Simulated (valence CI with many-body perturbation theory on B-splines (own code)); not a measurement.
**Level structure of Tb LX**

Calculated by relativistic CI+MBPT: four valence electrons over a frozen Dirac-Fock core [He], radial functions for each j: 11 s, 11 p, 10 d, 8 f, 5 g, 2 h, with the one-electron correlation potential Σ1, the two-electron term Σ2, the three-electron term Σ3, Breit, model QED; selected CI, second order for the rest, scaled by the run's own slope (own B-spline code, finite nucleus).

The last digits are not significant, and no measured levels were compared; by estimate large intervals hold to a few tenths of a per cent, small ones and those within an open d or f shell to about a per cent. Among the levels kept, up to 930 cm⁻¹ of a level comes from second order outside the variational space, and about a tenth of that is noise between levels of different J, which matters for small intervals.

Levels 46 to 90 of 208, with energies above the lowest level, (2s^2 2p1/2^2) J=0. "Leading %" is the weight of the configuration and term that name the level; weights of strongly mixed levels are sums over their largest components and can fall short. In the jj column 3d3/2^4 stands for four electrons in 3d with j = 3/2.

| No. | Configuration | Term | J | E (Ry) | Leading % | Leading jj | g |
| --- | --- | --- | --- | --- | --- | --- | --- |
| 46 | 2s 2p2 3s | 3P | 1 | 638.38 | 66 | 2s 2p1/2 2p3/2 3s (98 %) | 1.556 |
| 47 | 2s 2p2 3s | 3D | 3 | 639.18 | 61 | 2s 2p1/2 2p3/2 3s (98 %) | 1.432 |
| 48 | 2s 2p2 3s | 3P | 2 | 640.84 | 39 | 2s 2p1/2 2p3/2 3s (99 %) | 1.224 |
| 49 | 2s 2p2 3p | 5P° | 1 | 642.18 | 39 | 2s 2p1/2 2p3/2 3p1/2 (100 %) | 1.873 |
| 50 | 2s 2p2 3p | 5D° | 2 | 642.92 | 46 | 2s 2p1/2 2p3/2 3p1/2 (100 %) | 1.345 |
| 51 | 2s 2p2 3s | 3P | 0 | 644.18 | 97 | 2s 2p1/2 2p3/2 3s (97 %) |  |
| 52 | 2s 2p2 3s | 1P | 1 | 644.21 | 44 | 2s 2p1/2 2p3/2 3s (94 %) | 0.959 |
| 53 | 2s 2p2 3s | 3P | 1 | 644.65 | 69 | 2s 2p1/2 2p3/2 3s (99 %) | 1.372 |
| 54 | 2s 2p2 3s | 1D | 2 | 644.83 | 39 | 2s 2p1/2 2p3/2 3s (98 %) | 1.199 |
| 55 | 2s 2p2 3p | 3D° | 3 | 645.04 | 33 | 2s 2p1/2 2p3/2 3p1/2 (99 %) | 1.217 |
| 56 | 2s 2p2 3p | 3P° | 2 | 647.32 | 42 | 2s 2p1/2 2p3/2 3p1/2 (99 %) | 1.477 |
| 57 | 2s2 2p 3p | 3D | 3 | 647.85 | 97 | 2s^2 2p3/2 3p3/2 (97 %) | 1.317 |
| 58 | 2s2 2p 3p | 1P | 1 | 647.97 | 50 | 2s^2 2p3/2 3p3/2 (92 %) | 1.327 |
| 59 | 2s 2p2 3p | 3P° | 0 | 649.37 | 49 | 2s 2p1/2 2p3/2 3p1/2 (98 %) |  |
| 60 | 2s 2p2 3p | 3D° | 1 | 649.45 | 59 | 2s 2p1/2 2p3/2 3p1/2 (98 %) | 0.884 |
| 61 | 2s 2p2 3p | 3F° | 2 | 649.62 | 45 | 2s 2p1/2 2p3/2 3p1/2 (98 %) | 0.905 |
| 62 | 2s2 2p 3p | 3P | 2 | 649.83 | 62 | 2s^2 2p3/2 3p3/2 (96 %) | 1.304 |
| 63 | 2s2 2p 3p | 1S | 0 | 651.52 | 65 | 2s^2 2p3/2 3p3/2 (96 %) |  |
| 64 | 2s 2p2 3p | 3D° | 1 | 652.57 | 29 | 2s 2p1/2 2p3/2 3p1/2 (99 %) | 1.118 |
| 65 | 2s2 2p 3d | 3D° | 2 | 653.59 | 47 | 2s^2 2p3/2 3d3/2 (96 %) | 1.017 |
| 66 | 2s2 2p 3d | 3F° | 3 | 654.11 | 52 | 2s^2 2p3/2 3d3/2 (96 %) | 1.080 |
| 67 | 2s2 2p 3d | 3P° | 1 | 654.39 | 56 | 2s^2 2p3/2 3d3/2 (97 %) | 1.082 |
| 68 | 2s2 2p 3d | 3P° | 0 | 654.59 | 97 | 2s^2 2p3/2 3d3/2 (97 %) |  |
| 69 | 2s2 2p 3d | 3F° | 4 | 657.36 | 97 | 2s^2 2p3/2 3d5/2 (97 %) | 1.235 |
| 70 | 2s2 2p 3d | 3P° | 2 | 658.21 | 45 | 2s^2 2p3/2 3d5/2 (96 %) | 1.235 |
| 71 | 2s2 2p 3d | 3D° | 3 | 659.18 | 34 | 2s^2 2p3/2 3d5/2 (55 %) | 1.313 |
| 72 | 2s 2p2 3p | 5D° | 3 | 659.56 | 28 | 2s 2p1/2 2p3/2 3p3/2 (58 %) | 1.371 |
| 73 | 2s 2p2 3p | 5P° | 1 | 659.81 | 23 | 2s 2p1/2 2p3/2 3p3/2 (76 %) | 1.532 |
| 74 | 2s2 2p 3d | 1P° | 1 | 660.18 | 52 | 2s^2 2p3/2 3d5/2 (81 %) | 1.149 |
| 75 | 2p3 3s | 3P° | 2 | 660.53 | 20 | 2s 2p1/2 2p3/2 3p3/2 (58 %) | 1.497 |
| 76 | 2s 2p2 3p | 3D° | 2 | 661.49 | 28 | 2s 2p1/2 2p3/2 3p3/2 (71 %) | 1.350 |
| 77 | 2p3 3s | 1P° | 1 | 661.68 | 20 | 2p1/2^2 2p3/2 3s (60 %) | 1.086 |
| 78 | 2s 2p2 3p | 3P° | 0 | 661.97 | 81 | 2s 2p1/2 2p3/2 3p3/2 (99 %) |  |
| 79 | 2s 2p2 3p | 3F° | 4 | 662.18 | 60 | 2s 2p1/2 2p3/2 3p3/2 (98 %) | 1.322 |
| 80 | 2s 2p2 3p | 3P° | 2 | 663.62 | 39 | 2s 2p1/2 2p3/2 3p3/2 (75 %) | 1.446 |
| 81 | 2s 2p2 3p | 3D° | 3 | 663.84 | 52 | 2s 2p1/2 2p3/2 3p3/2 (99 %) | 1.280 |
| 82 | 2s 2p2 3d | 5F | 2 | 664.61 | 44 | 2s 2p1/2 2p3/2 3d3/2 (98 %) | 1.163 |
| 83 | 2s 2p2 3p | 1P° | 1 | 664.76 | 26 | 2s 2p1/2 2p3/2 3p3/2 (72 %) | 1.214 |
| 84 | 2s 2p2 3d | 5D | 1 | 664.76 | 48 | 2s 2p1/2 2p3/2 3d3/2 (98 %) | 1.187 |
| 85 | 2s 2p2 3d | 5D | 0 | 664.86 | 83 | 2s 2p1/2 2p3/2 3d3/2 (100 %) |  |
| 86 | 2s 2p2 3d | 5F | 3 | 665.31 | 52 | 2s 2p1/2 2p3/2 3d3/2 (96 %) | 1.175 |
| 87 | 2p3 3p | 3P | 1 | 666.69 | 18 | 2p1/2^2 2p3/2 3p1/2 (79 %) | 1.502 |
| 88 | 2p3 3p | 3D | 2 | 666.85 | 19 | 2p1/2^2 2p3/2 3p1/2 (77 %) | 1.176 |
| 89 | 2s 2p2 3p | 3D° | 2 | 667.30 | 36 | 2s 2p1/2 2p3/2 3p3/2 (94 %) | 1.346 |
| 90 | 2s 2p2 3p | 3D° | 3 | 667.31 | 45 | 2s 2p1/2 2p3/2 3p3/2 (99 %) | 1.167 |
